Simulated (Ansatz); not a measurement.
Two isomers of C2H8O2Si: A = `OCCO[SiH3]`, B = `CC(O)O[SiH3]`.

Isolated molecules relaxed with PBE0-D4/def2-TZVP in Ansatz; ΔE leaves out vibrations. CCSD(T)/CBS is the MP2 limit (def2-TZVPP, def2-QZVPP) plus CCSD(T) − MP2 in def2-TZVPP, frozen cores. Functionals use def2-TZVPP. B3LYP here is the variant with VWN-RPA as its local correlation; programs differ in this. One conformer a species, not always the lowest.

(1) Which isomer does CCSD(T)/CBS put lower? Give the gap. (Best estimate.)

(2) Give E(B) − E(A) in kJ/mol with CCSD(T)/def2-TZVPP, PBE-D4, B3LYP-D4, B2PLYP, PBE0-D4, CCSD/def2-TZVPP, HF/def2-TZVPP. (Best estimate.)

Largest T1 diagnostic: 0.011.

Answers

(1) The calculation gave: B, by 35.9 kJ/mol.

(2) Ansatz gave: CCSD(T)/def2-TZVPP -35.7, PBE-D4 -36.4, B3LYP-D4 -34.9, B2PLYP -34.7, PBE0-D4 -36.5, CCSD/def2-TZVPP -34.8, HF/def2-TZVPP -33.1. None reverses the order clearly.
